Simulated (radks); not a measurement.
Spherical quantum dot in the effective-mass picture: electrons in a hard-walled sphere of radius 2.52, all in effective atomic units (hartree* = m*/eps^2 hartree, bohr* = eps/m* bohr), one dielectric constant everywhere. Calculated with a radial shooting solver with Libxc functionals: non-relativistic Kohn-Sham, LDA (Slater exchange, Perdew-Wang correlation), spin-polarised, spherical densities. Levels are named by radial order and angular momentum (1s, 1p, 1d, 2s, ...), and open shells are averaged over m.

N = 33, configuration 1s2 1p6 1d10 2s(up 1, down 0) 1f14. This is the lowest configuration that the search found. Occupied and some empty levels:

| level | occupation | eigenvalue (hartree*) | <r> (bohr*) |
|---|---|---|---|
| 1s up | 1 | 17.671 | 1.686 |
| 1s down | 1 | 17.689 | 1.696 |
| 1p up | 3 | 18.091 | 1.760 |
| 1p down | 3 | 18.102 | 1.763 |
| 1d up | 5 | 18.806 | 1.819 |
| 1d down | 5 | 18.813 | 1.821 |
| 1f up | 7 | 19.780 | 1.868 |
| 1f down | 7 | 19.785 | 1.868 |
| 2s up | 1 | 20.355 | 1.121 |
| 2s down | 0 | 20.490 | 1.136 |
| 1g up | 0 | 20.991 | 1.909 |
| 1g down | 0 | 20.995 | 1.909 |
| 2p up | 0 | 21.759 | 1.313 |
| 2p down | 0 | 21.836 | 1.323 |
| 2d up | 0 | 23.399 | 1.436 |
| 2d down | 0 | 23.445 | 1.442 |

Energy (hartree*): total 359.064, kinetic 104.93, external 0, Hartree 277.64, exchange-correlation -23.505.
